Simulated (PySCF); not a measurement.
Simulation results for GeH6N2Si, GeH6NSi, GeH5NSi, BGeH3NO and others

All values are calculated (PySCF 2.14.0). Calculation on a computer-drawn molecule: the log of a Hartree-Fock and frozen-core CCSD(T) single point meant for a local Hartree-Fock minimum, with one planted fault or none, to be diagnosed. Offsets are logged minus clean, where the clean run is the same molecule without the fault. The reference is restricted for singlets and unrestricted otherwise, and also for a bond in bohr or an excited solution. Adding or removing an electron swaps singlet and doublet. The excited solution moves the top pair (singlet) or top alpha electron (doublet) to the lowest empty orbital. Highest occupied and lowest empty are orbital energies over both spins, largest force is the largest gradient component, triples share is (T) over the correlation energy, the T1 limit is 0.02 restricted and 0.045 unrestricted, electrons count all cores, a negative frequency is imaginary (commonest isotopes), and the dipole is about the centre of nuclear charge; on germanium a core potential holds 10 electrons, which the energies leave out, and 3d is frozen in MP2 and coupled-cluster steps.

Common to all runs: logged SCF converged yes; logged CC converged yes; logged SCF stable within its kind yes; possible faults no fault, one electron removed, one electron added, multiplicity raised by two, geometry at a saddle point, SCF held on an excited solution, minimal basis STO-3G, one bond length entered in bohr, all coordinates scaled.

```yaml
- entry: 1
  formula: GeH6N2Si
  logged_structure:
    atoms_angstrom:
      - ["N", -2.2114, -0.0522, 2.3827]
      - [Si, -2.0161, -0.1168, 0.7184]
      - ["N", -0.7824, -0.5366, -0.1273]
      - [Ge, 0.9119, -1.1143, -0.2981]
      - [H, -1.4933, -0.2978, 3.0362]
      - [H, -3.0626, 0.2377, 2.8232]
      - [H, -3.288, 0.3177, 0.1285]
      - [H, 1.7454, -0.0795, -1.0682]
      - [H, 1.5957, -1.3489, 1.0659]
      - [H, 0.9398, -2.4415, -1.0705]
  given:
    meant_charge: 0
    meant_multiplicity: 1
    meant_basis: "cc-pV(D+d)Z"
    meant_basis_and_core_potential_on_germanium: "cc-pVDZ-PP ECP10MDF"
    logged_electrons: 66
    logged_basis_functions: 104
    logged_spin_squared: 2.0306
    "logged_highest_occupied [eV]": -4.4985
    "logged_lowest_empty [eV]": 0.36917
    "logged_largest_force [hartree/bohr]": 0.15707
    logged_T1_diagnostic: 0.024777
    logged_D1_diagnostic: 0.14818
    logged_triples_share: 0.026189
    "logged_dipole_magnitude [debye]": 2.2115
    "logged_energy_HF [hartree]": -694.57672
    "logged_energy_CCSD(T) [hartree]": -695.13175
    drawn_bonds_atom: [1, 2, 3, 1, 1, 2, 4, 4, 4]
    drawn_bonds_other_atom: [2, 3, 4, 5, 6, 7, 8, 9, 10]
    drawn_bonds_order: [1, 2, 1, 1, 1, 1, 1, 1, 1]
  results:
    planted_fault: "multiplicity raised by two"
    "HF_energy_offset_from_clean_run [kcal/mol]": 90.6
    "CCSD(T)_energy_offset_from_clean_run [kcal/mol]": 112.0
- entry: 2
  formula: GeH6N2Si
  logged_structure:
    atoms_angstrom:
      - ["N", -2.2114, -0.0522, 2.3827]
      - [Si, -2.0161, -0.1168, 0.7184]
      - ["N", -0.7824, -0.5366, -0.1273]
      - [Ge, 0.9119, -1.1143, -0.2981]
      - [H, -1.4933, -0.2978, 3.0362]
      - [H, -3.0626, 0.2377, 2.8232]
      - [H, -3.288, 0.3177, 0.1285]
      - [H, 1.7454, -0.0795, -1.0682]
      - [H, 1.5957, -1.3489, 1.0659]
      - [H, 0.9647, -3.6222, -1.7577]
  given:
    meant_charge: 0
    meant_multiplicity: 1
    meant_basis: "cc-pV(D+d)Z"
    meant_basis_and_core_potential_on_germanium: "cc-pVDZ-PP ECP10MDF"
    logged_electrons: 66
    logged_basis_functions: 104
    logged_spin_squared: 0.838
    "logged_highest_occupied [eV]": -7.7514
    "logged_lowest_empty [eV]": 1.9941
    "logged_largest_force [hartree/bohr]": 0.0081871
    logged_T1_diagnostic: 0.040919
    logged_D1_diagnostic: 0.20516
    logged_triples_share: 0.034751
    "logged_dipole_magnitude [debye]": 4.8213
    "logged_energy_HF [hartree]": -694.6186
    "logged_energy_CCSD(T) [hartree]": -695.19671
    drawn_bonds_atom: [1, 2, 3, 1, 1, 2, 4, 4, 4]
    drawn_bonds_other_atom: [2, 3, 4, 5, 6, 7, 8, 9, 10]
    drawn_bonds_order: [1, 2, 1, 1, 1, 1, 1, 1, 1]
  results:
    planted_fault: "one bond length entered in bohr, row 9 of the drawn bonds"
    "HF_energy_offset_from_clean_run [kcal/mol]": 64.31
    "CCSD(T)_energy_offset_from_clean_run [kcal/mol]": 71.22
- entry: 3
  formula: GeH6NSi
  logged_structure:
    atoms_angstrom:
      - ["N", 2.0857, 2.31, -0.5696]
      - [Si, 0.437, 2.4477, -1.0756]
      - [Ge, -0.7861, 0.4699, -0.4439]
      - [H, 2.6515, 1.5567, -0.9138]
      - [H, 2.6399, 3.1403, -0.4665]
      - [H, -0.1119, 3.6555, -0.4033]
      - [H, -2.2116, 0.5266, -1.0089]
      - [H, -0.878, 0.2867, 1.0784]
      - [H, -0.096, -0.7734, -1.0261]
  given:
    meant_charge: 0
    meant_multiplicity: 2
    meant_basis: "cc-pV(D+d)Z"
    meant_basis_and_core_potential_on_germanium: "cc-pVDZ-PP ECP10MDF"
    logged_electrons: 60
    logged_basis_functions: 90
    logged_spin_squared: 0.0
    "logged_highest_occupied [eV]": -0.10374
    "logged_lowest_empty [eV]": 8.5025
    "logged_largest_force [hartree/bohr]": 0.073789
    logged_T1_diagnostic: 0.01249
    logged_D1_diagnostic: 0.034145
    logged_triples_share: 0.025802
    "logged_dipole_magnitude [debye]": 3.2578
    "logged_energy_HF [hartree]": -640.20708
    "logged_energy_CCSD(T) [hartree]": -640.6525
    drawn_bonds_atom: [1, 2, 1, 1, 2, 3, 3, 3]
    drawn_bonds_other_atom: [2, 3, 4, 5, 6, 7, 8, 9]
    drawn_bonds_order: [1, 1, 1, 1, 1, 1, 1, 1]
  results:
    planted_fault: "one electron added"
    "HF_energy_offset_from_clean_run [kcal/mol]": 20.99
    "CCSD(T)_energy_offset_from_clean_run [kcal/mol]": 3.443
- entry: 4
  formula: GeH6NSi
  logged_structure:
    atoms_angstrom:
      - ["N", 2.0857, 2.31, -0.5696]
      - [Si, 0.437, 2.4477, -1.0756]
      - [Ge, -0.7861, 0.4699, -0.4439]
      - [H, 2.6515, 1.5567, -0.9138]
      - [H, 2.6399, 3.1403, -0.4665]
      - [H, -0.1119, 3.6555, -0.4033]
      - [H, -2.2116, 0.5266, -1.0089]
      - [H, -0.878, 0.2867, 1.0784]
      - [H, -0.096, -0.7734, -1.0261]
  given:
    meant_charge: 0
    meant_multiplicity: 2
    meant_basis: "cc-pV(D+d)Z"
    meant_basis_and_core_potential_on_germanium: "cc-pVDZ-PP ECP10MDF"
    logged_electrons: 59
    logged_basis_functions: 90
    logged_spin_squared: 0.7586
    "logged_highest_occupied [eV]": -7.8217
    "logged_lowest_empty [eV]": 1.7853
    "logged_largest_force [hartree/bohr]": 2.7636e-05
    "logged_lowest_frequency [cm^-1]": 94.02
    logged_T1_diagnostic: 0.015973
    logged_D1_diagnostic: 0.069186
    logged_triples_share: 0.02558
    "logged_dipole_magnitude [debye]": 1.8259
    "logged_energy_HF [hartree]": -640.24053
    "logged_energy_CCSD(T) [hartree]": -640.65799
    drawn_bonds_atom: [1, 2, 1, 1, 2, 3, 3, 3]
    drawn_bonds_other_atom: [2, 3, 4, 5, 6, 7, 8, 9]
    drawn_bonds_order: [1, 1, 1, 1, 1, 1, 1, 1]
  results:
    planted_fault: "no fault"
    "HF_energy_offset_from_clean_run [kcal/mol]": 0.0
    "CCSD(T)_energy_offset_from_clean_run [kcal/mol]": 0.0
- entry: 5
  formula: GeH5NSi
  logged_structure:
    atoms_angstrom:
      - ["N", -0.1199, -0.5095, 1.2494]
      - [Si, 1.3969, 0.2518, 1.1168]
      - [Ge, 1.179, 0.9681, -1.2424]
      - [H, -0.4064, -0.9416, 2.1091]
      - [H, -0.8255, -0.5995, 0.5422]
      - [H, -0.1556, 0.5285, -1.8831]
      - [H, 2.3116, 0.3928, -2.112]
      - [H, 1.3332, 3.8633, -1.4853]
  given:
    meant_charge: 0
    meant_multiplicity: 1
    meant_basis: "cc-pV(D+d)Z"
    meant_basis_and_core_potential_on_germanium: "cc-pVDZ-PP ECP10MDF"
    logged_electrons: 58
    logged_basis_functions: 85
    logged_spin_squared: 0.9681
    "logged_highest_occupied [eV]": -8.0168
    "logged_lowest_empty [eV]": 0.88509
    "logged_largest_force [hartree/bohr]": 0.00765
    logged_T1_diagnostic: 0.048038
    logged_D1_diagnostic: 0.17034
    logged_triples_share: 0.035272
    "logged_dipole_magnitude [debye]": 2.4956
    "logged_energy_HF [hartree]": -639.56457
    "logged_energy_CCSD(T) [hartree]": -639.96669
    drawn_bonds_atom: [1, 2, 1, 1, 3, 3, 3]
    drawn_bonds_other_atom: [2, 3, 4, 5, 6, 7, 8]
    drawn_bonds_order: [1, 1, 1, 1, 1, 1, 1]
  results:
    planted_fault: "one bond length entered in bohr, row 7 of the drawn bonds"
    "HF_energy_offset_from_clean_run [kcal/mol]": 59.25
    "CCSD(T)_energy_offset_from_clean_run [kcal/mol]": 68.79
  notes: ["T1 above single-reference limit"]
- entry: 6
  formula: BGeH3NO
  logged_structure:
    atoms_angstrom:
      - [O, -2.9044, 0.0534, 0.5194]
      - [B, -1.8056, -0.3855, 0.2251]
      - ["N", -0.5832, -0.8823, -0.095]
      - [Ge, 0.7882, -0.2554, -1.4497]
      - [H, -0.2945, -1.6926, 0.4116]
      - [H, -0.2446, -0.0791, -2.6612]
      - [H, 0.7382, 1.2901, -1.0326]
  given:
    meant_charge: -1
    meant_multiplicity: 1
    meant_basis: aug-cc-pVDZ
    meant_basis_and_core_potential_on_germanium: "aug-cc-pVDZ-PP ECP10MDF"
    logged_electrons: 56
    logged_basis_functions: 128
    logged_spin_squared: 0.0
    "logged_highest_occupied [eV]": -3.2077
    "logged_lowest_empty [eV]": 3.7077
    "logged_largest_force [hartree/bohr]": 1.8962e-05
    "logged_lowest_frequency [cm^-1]": 75.975
    logged_T1_diagnostic: 0.016759
    logged_D1_diagnostic: 0.043595
    logged_triples_share: 0.035783
    "logged_dipole_magnitude [debye]": 2.9726
    "logged_energy_HF [hartree]": -449.25152
    "logged_energy_CCSD(T) [hartree]": -449.85886
    drawn_bonds_atom: [1, 2, 3, 3, 4, 4]
    drawn_bonds_other_atom: [2, 3, 4, 5, 6, 7]
    drawn_bonds_order: [2, 1, 1, 1, 1, 1]
  results:
    planted_fault: "no fault"
    "HF_energy_offset_from_clean_run [kcal/mol]": 0.0
    "CCSD(T)_energy_offset_from_clean_run [kcal/mol]": 0.0
- entry: 7
  formula: BGeH2O2
  logged_structure:
    atoms_angstrom:
      - [O, 0.5897, 1.1936, 0.9464]
      - [B, -0.3465, 0.4794, 1.0446]
      - [O, -1.405, -0.3418, 1.1102]
      - [Ge, -2.3317, -1.3772, 0.1152]
      - [H, -3.4469, -2.0349, 0.8758]
      - [H, -1.9141, -1.479, -1.328]
  given:
    meant_charge: 1
    meant_multiplicity: 1
    meant_basis: cc-pVDZ
    meant_basis_and_core_potential_on_germanium: "cc-pVDZ-PP ECP10MDF"
    logged_electrons: 53
    logged_basis_functions: 75
    logged_spin_squared: 0.7556
    "logged_highest_occupied [eV]": -25.478
    "logged_lowest_empty [eV]": -13.335
    "logged_largest_force [hartree/bohr]": 0.20542
    logged_T1_diagnostic: 0.022668
    logged_D1_diagnostic: 0.10888
    logged_triples_share: 0.025268
    "logged_dipole_magnitude [debye]": 1.2241
    "logged_energy_HF [hartree]": -468.19043
    "logged_energy_CCSD(T) [hartree]": -468.6728
    drawn_bonds_atom: [1, 2, 3, 4, 4]
    drawn_bonds_other_atom: [2, 3, 4, 5, 6]
    drawn_bonds_order: [2, 1, 1, 1, 1]
  results:
    planted_fault: "one electron removed"
    "HF_energy_offset_from_clean_run [kcal/mol]": 347.8
    "CCSD(T)_energy_offset_from_clean_run [kcal/mol]": 387.4
- entry: 8
  formula: BGeH2O
  logged_structure:
    atoms_angstrom:
      - [O, -2.1548, -1.4876, -3.3816]
      - [B, -1.7818, -1.5104, -2.2706]
      - [Ge, -1.1314, -1.55, -0.3317]
      - [H, 0.3299, -1.7859, -0.0371]
      - [H, -2.117, -1.343, 0.7926]
  given:
    meant_charge: 1
    meant_multiplicity: 1
    meant_basis: cc-pVDZ
    meant_basis_and_core_potential_on_germanium: "cc-pVDZ-PP ECP10MDF"
    logged_electrons: 46
    logged_basis_functions: 61
    logged_spin_squared: 2.0364
    "logged_highest_occupied [eV]": -15.592
    "logged_lowest_empty [eV]": -11.326
    "logged_largest_force [hartree/bohr]": 0.074762
    logged_T1_diagnostic: 0.047977
    logged_D1_diagnostic: 0.2206
    logged_triples_share: 0.039926
    "logged_dipole_magnitude [debye]": 4.0003
    "logged_energy_HF [hartree]": -393.63988
    "logged_energy_CCSD(T) [hartree]": -394.00983
    drawn_bonds_atom: [1, 2, 3, 3]
    drawn_bonds_other_atom: [2, 3, 4, 5]
    drawn_bonds_order: [2, 1, 1, 1]
  results:
    planted_fault: "multiplicity raised by two"
    "HF_energy_offset_from_clean_run [kcal/mol]": 108.9
    "CCSD(T)_energy_offset_from_clean_run [kcal/mol]": 107.0
  notes: ["T1 above single-reference limit"]
- entry: 9
  formula: BGeH3O2
  logged_structure:
    atoms_angstrom:
      - [O, 1.0583, 2.8683, 0.4032]
      - [B, 1.2634, 1.6769, 0.3375]
      - [Ge, 1.6064, -0.4108, 0.2467]
      - [O, 0.7164, -1.0917, -1.1767]
      - [H, 1.1079, -1.054, 1.5756]
      - [H, 3.1051, -0.6925, -0.0288]
      - [H, -0.2474, -1.0275, -1.1462]
  given:
    meant_charge: 0
    meant_multiplicity: 1
    meant_basis: cc-pVDZ
    meant_basis_and_core_potential_on_germanium: "cc-pVDZ-PP ECP10MDF"
    logged_electrons: 56
    logged_basis_functions: 80
    logged_spin_squared: 0.0
    "logged_highest_occupied [eV]": -12.75
    "logged_lowest_empty [eV]": 2.0638
    "logged_largest_force [hartree/bohr]": 0.045729
    logged_T1_diagnostic: 0.018757
    logged_D1_diagnostic: 0.053141
    logged_triples_share: 0.029492
    "logged_dipole_magnitude [debye]": 3.1727
    "logged_energy_HF [hartree]": -469.60369
    "logged_energy_CCSD(T) [hartree]": -470.19271
    drawn_bonds_atom: [1, 2, 3, 3, 3, 4]
    drawn_bonds_other_atom: [2, 3, 4, 5, 6, 7]
    drawn_bonds_order: [2, 1, 1, 1, 1, 1]
  results:
    planted_fault: "all coordinates scaled, by +2.1 %"
    "HF_energy_offset_from_clean_run [kcal/mol]": 2.19
    "CCSD(T)_energy_offset_from_clean_run [kcal/mol]": -1.137
- entry: 10
  formula: BGeH4OSi
  logged_structure:
    atoms_angstrom:
      - [O, -1.4124, -0.9767, -1.1597]
      - [B, -0.7506, -0.5042, -0.2951]
      - [Ge, 0.3632, 0.3134, 1.242]
      - [Si, -0.9079, 0.424, 3.2761]
      - [H, 0.7935, 1.7095, 0.7933]
      - [H, 1.5994, -0.5672, 1.4202]
      - [H, -2.091, 1.3032, 3.1354]
      - [H, -1.3143, -0.9215, 3.742]
  given:
    meant_charge: 0
    meant_multiplicity: 2
    meant_basis: "cc-pV(D+d)Z"
    meant_basis_and_core_potential_on_germanium: "cc-pVDZ-PP ECP10MDF"
    logged_electrons: 62
    logged_basis_functions: 94
    logged_spin_squared: 0.0
    "logged_highest_occupied [eV]": -17.416
    "logged_lowest_empty [eV]": -7.4336
    "logged_largest_force [hartree/bohr]": 0.037062
    logged_T1_diagnostic: 0.021304
    logged_D1_diagnostic: 0.057311
    logged_triples_share: 0.033797
    "logged_dipole_magnitude [debye]": 10.091
    "logged_energy_HF [hartree]": -683.90275
    "logged_energy_CCSD(T) [hartree]": -684.39471
    drawn_bonds_atom: [1, 2, 3, 3, 3, 4, 4]
    drawn_bonds_other_atom: [2, 3, 4, 5, 6, 7, 8]
    drawn_bonds_order: [2, 1, 1, 1, 1, 1, 1]
  results:
    planted_fault: "one electron removed"
    "HF_energy_offset_from_clean_run [kcal/mol]": 194.4
    "CCSD(T)_energy_offset_from_clean_run [kcal/mol]": 196.9
  notes: ["T1 above single-reference limit"]
```
